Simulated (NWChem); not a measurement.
System meant: CH$_{5}$AlS; SMILES C[S][AlH2]

NWChem input:

```
start job
memory heap 200 mb stack 900 mb global 1100 mb
geometry units angstroms noautoz
  Al     0.202376    -1.536466     0.002960
  H     -0.832943    -2.734610     0.010238
  H      1.783249    -1.689227    -0.007659
  S     -0.633552     0.471831     0.007814
  C      0.840344     1.553615    -0.001696
  H      0.817951     2.189138     0.893860
  H      0.803027     2.193247    -0.893819
  H      1.777382     0.979652    -0.010854
end
basis spherical
  * library def2-svp
end
dft
  odft
  mult 2
  xc b3lyp
  iterations 150
  mulliken
end
task dft energy
```

End of the output:

```
 Summary of "ao basis" -> "" (spherical)
 ------------------------------------------------------------------------------
       Tag                 Description            Shells   Functions and Types
 ---------------- ------------------------------  ------  ---------------------
 *                          def2-svp                  on all atoms

                                 NWChem DFT Module
                                 -----------------

 Summary of "ao basis" -> "ao basis" (spherical)
 ------------------------------------------------------------------------------
       Tag                 Description            Shells   Functions and Types
 ---------------- ------------------------------  ------  ---------------------
 Al                         def2-svp                 8       18   4s3p1d
 H                          def2-svp                 3        5   2s1p
 S                          def2-svp                 8       18   4s3p1d
 C                          def2-svp                 6       14   3s2p1d

 Summary of "ao basis" -> "ao basis" (spherical)
 ------------------------------------------------------------------------------
       Tag                 Description            Shells   Functions and Types
 ---------------- ------------------------------  ------  ---------------------
 Al                         def2-svp                 8       18   4s3p1d
 H                          def2-svp                 3        5   2s1p
 S                          def2-svp                 8       18   4s3p1d
 C                          def2-svp                 6       14   3s2p1d

  number of electrons :                   40
  multiplicity        :                    2
 ------------------------------------------------------------------------
  no. of electrons and multiplicity not compatible                  40
 ------------------------------------------------------------------------
 ------------------------------------------------------------------------
  current input line :
    23: task dft energy
 ------------------------------------------------------------------------
 ------------------------------------------------------------------------
 There is an error in the input file
 ------------------------------------------------------------------------
 For more information see the NWChem manual at https://nwchemgit.github.io

0: no. of electrons and multiplicity not compatible:Received an Error in Communication
```

Q: Find the fault in this run and fix the input.

A: The input was rejected before any calculation. Cause: the multiplicity doesn't fit the number of electrons (an even count wants an odd multiplicity, and the reverse). This input runs:
```
start job
memory heap 200 mb stack 900 mb global 1100 mb
geometry units angstroms noautoz
  Al     0.202376    -1.536466     0.002960
  H     -0.832943    -2.734610     0.010238
  H      1.783249    -1.689227    -0.007659
  S     -0.633552     0.471831     0.007814
  C      0.840344     1.553615    -0.001696
  H      0.817951     2.189138     0.893860
  H      0.803027     2.193247    -0.893819
  H      1.777382     0.979652    -0.010854
end
basis spherical
  * library def2-svp
end
dft
  xc b3lyp
  iterations 150
  mulliken
end
task dft energy
```
It converges to -681.56408 Ha (B3LYP/def2-SVP).
